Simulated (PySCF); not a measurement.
# Dipole response of Ru²⁺ (ruthenium, charge +2)

[Kr] 4d6, high-spin 5D determinant. Computed with PySCF 2.14 in x2c-TZVPPall with one added diffuse shell each of s, p, d, f type (9s7p7d3f1g, 95 functions), with scalar relativity by spin-free X2C-1e. Coupled (time-dependent) response in atomic units; α is the mean over directions.

```json
{"method": "UHF", "mean α (bohr³)": "7.418", "α xx, yy, zz": "7.696, 7.696, 6.860", "C₆ (like pair)": "39.17", "S(−4)": "15.18"}
{"method": "PBE", "mean α (bohr³)": "8.434", "α xx, yy, zz": "8.752, 8.752, 7.799", "C₆ (like pair)": "44.98", "S(−4)": "22.72"}
{"method": "PBE0", "mean α (bohr³)": "8.037", "α xx, yy, zz": "8.345, 8.345, 7.423", "C₆ (like pair)": "42.70", "S(−4)": "19.50"}
```

S(−4) is the Cauchy moment in α(ω) = α(0) + S(−4) ω² + …

Spin-orbit coupling is absent.

α(iu) at UHF:

```csv
u (hartree),α(iu) (bohr³)
0,7.418
0.0500,7.380
0.100,7.271
0.200,6.889
0.300,6.386
0.500,5.355
0.750,4.296
1.00,3.499
1.50,2.424
2.00,1.755
3.00,1.018
5.00,0.4532
```

A single London oscillator, α(iu) = α/(1 + u²/ω²), gives C₆ = (3/4) ω α². Matching the computed C₆ needs ω = 4 × 39.17 / (3 × 7.418²) = 0.949 hartree.

For an ion, C₆ is the dispersion term alone; charge-induced terms of lower order in 1/R come first.

The components differ because the open shell of this determinant is not spherical; for a pure term their mean is the scalar polarisability.
